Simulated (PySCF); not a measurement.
formamide (CH₃NO), singlet, at a GFN2-xTB geometry. Base run: M062X/6-311G** run with PySCF.

PySCF was given this input:
```python
from pyscf import gto, scf, dft

mol = gto.M(
    atom='''
N    -1.056416    0.213853    0.113341
C     0.276176    0.307087   -0.056888
O     1.031667   -0.626746   -0.079306
H    -1.466593   -0.698964    0.232128
H    -1.656729    1.017991    0.126490
H     0.607847    1.355447   -0.176236
''',
    basis='6-311g**',
    charge=0,
    spin=0,
    verbose=4,
)

mf = dft.RKS(mol)
mf.xc = 'm062x'
mf.kernel()
mf.analyze()
```

The base run was repeated with changes; each row names its change, and settings that it needs were set with it.

| change | ΔE vs base (mEh) | fitting functions | dipole (D) |
|---|---|---|---|
| base | 0.000 | - | 3.92 |
| auxbasis = def2-universal-jfit | 1.556 | 180 | 3.92 |
| auxbasis = cc-pvtz-ri | -0.068 | 333 | 3.92 |
| auxbasis = cc-pvdz-jkfit | 0.137 | 279 | 3.92 |
| auxbasis = def2-universal-jkfit | 0.008 | 283 | 3.92 |
| auxbasis = default (with mf = mf.density_fit()) | 0.025 | 327 | 3.92 |
| exchange = seminumerical (SGX) (with mf = sgx.sgx_fit(mf, auxbasis='def2-universal-jfit'); with mf.with_df.dfj = True) | -0.182 | 180 | 3.92 |
| only_dfj = on; auxbasis = def2-universal-jfit | -0.183 | 180 | 3.92 |
| auxbasis = def2-tzvp-ri | -0.030 | 273 | 3.92 |
| auxbasis = even-tempered beta=3.0 | -0.043 | 336 | 3.92 |

A fitting set is made for a task (jfit for Coulomb, jkfit for Coulomb and exchange, ri for correlation) and for a family of orbital bases.
